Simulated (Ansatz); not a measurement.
Mulliken charges of F2Ge (`[F][Ge][F]`) from PBE/def2-TZVPP in Ansatz (PBE0-D4/def2-TZVP geometry).

```json
{"atom": "F1", "x (Å)": "-0.676", "y (Å)": "-1.102", "z (Å)": "-0.498", "charge (e)": "-0.319"}
{"atom": "Ge2", "x (Å)": "0.637", "y (Å)": "-0.295", "z (Å)": "0.320", "charge (e)": "0.637"}
{"atom": "F3", "x (Å)": "0.028", "y (Å)": "1.332", "z (Å)": "0.164", "charge (e)": "-0.319"}
```

By hand: the dipole of these point charges (1 e Å = 4.8032 D).

Σ q r = (0.612, -0.261, 0.310) e Å, of length 0.734 e Å = 3.53 D.

How does the dipole of the full density compare? (An estimate is asked.)

The calculation gave: (0.398, -0.170, 0.201) e Å, 2.29 D; the point charges give 1.54 times that, at 0° from its direction.

Point charges leave out the atoms' own dipoles, such as those of lone pairs, and Mulliken's split depends on the basis, so the two needn't agree.
